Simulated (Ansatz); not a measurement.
## Match the barriers

Saddle point of Si2NH7OF4, singlet (Si₂H₃OF₃ ([F][Si]([F])([F])[O][SiH3]) + NH₃ + HF → SiNH₂F₃ ([NH2][Si]([F])([F])[F]) + SiH₄O ([OH][SiH3]) + HF; bonds formed: O2–H9, H7–F10; dative contacts that become bonds: Si1–N8; bonds broken: Si1–O2, H7–N8, H9–F10), PBE0-D4/def2-TZVP structure:

```
15
angstrom
Si -0.6938 0.7281 0.8245
O 0.2848 -0.0541 -0.6461
Si -0.0593 0.0345 -2.2893
F -1.9638 0.5178 -0.1222
F 0.2097 2.0182 0.6361
F -1.5312 1.2655 2.0999
H 1.2259 -0.7960 1.3282
N 0.0483 -0.6296 1.7591
H 1.2104 -0.3927 -0.3065
F 2.1307 -0.8748 0.6116
H -0.5099 1.4055 -2.6075
H 1.2075 -0.2916 -2.9832
H -1.1050 -0.9582 -2.6203
H -0.0377 -0.4615 2.7556
H -0.4166 -1.5114 1.5599
```

Ansatz 0.2.0; basis: def2-TZVPP, with def2-QZVPP for the basis limit; cores frozen in the correlated methods. B3LYP uses VWN-RPA correlation. Extrapolation: Hartree–Fock as exp(−7.88 √X), correlation as X^−2.97. Four methods, as single points on the PBE0-D4 structures, gave these electronic barriers from the start structure: 71.8, 87.4, 101.4, 132.9 kJ/mol.

Task: The methods were, in alphabetical order, B3LYP-D4, BHLYP-D4, HF, PBE-D4. Which gave which? (Judge from chemistry; the calculation decides.)

Result: By the calculation: PBE-D4 71.8; B3LYP-D4 87.4; BHLYP-D4 101.4; HF 132.9 kJ/mol. For comparison, CCSD(T) at an estimated basis limit (MP2 extrapolated from triple and quadruple zeta, plus CCSD(T) − MP2 in triple zeta) gives 98.7 kJ/mol.

No T1 diagnostic of these runs exceeds 0.012.

Labels in which every atom is bracketed show which atoms are joined, not bond orders.

For scale, one of the runs: CCSD(T)/def2-TZVPP, 368 basis functions, launched by `ansatz run in.yaml --threads 4 --pin off --events-out ev --progress --plain --max-ram 66560MiB --backend cuda --devices 0, --max-vram 37GiB`. The run took 36 s on 4 CPU threads of an AMD EPYC 7R13 and a share of one NVIDIA H100 (shared host), with 1.5 GiB of host memory at its peak.
